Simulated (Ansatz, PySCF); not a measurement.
PySCF was given this input:
```python
from pyscf import gto, scf, dft

mol = gto.M(
    atom='''
Be    0.00000000    0.00000000    0.00000000
''',
    basis='6-311g**',
    verbose=4,
)

mf = dft.RKS(mol)
mf.xc = 'wb97x'
mf.grids.atom_grid = (99, 590)
mf.grids.prune = None
mf.kernel()
```

Write the same job for Ansatz (an electronic-structure program).

One answer among several that fit: 
Ansatz 0.2 input:
```yaml
crystal:
  periodic: [false, false, false]
  atoms:
    - {symbol: Be, position_ang: [0.00000000, 0.00000000, 0.00000000]}
basis:
  gaussian:
    orbitals: 6-311G__.json
hamiltonian:
  xc: {name: wB97X}
accuracy: high
```
The basis file holds 6-311G** in the JSON format of the Basis Set Exchange.

Both were run: PySCF gave -14.661358 Eh and Ansatz -14.661358 Eh, 0.000 mEh apart.
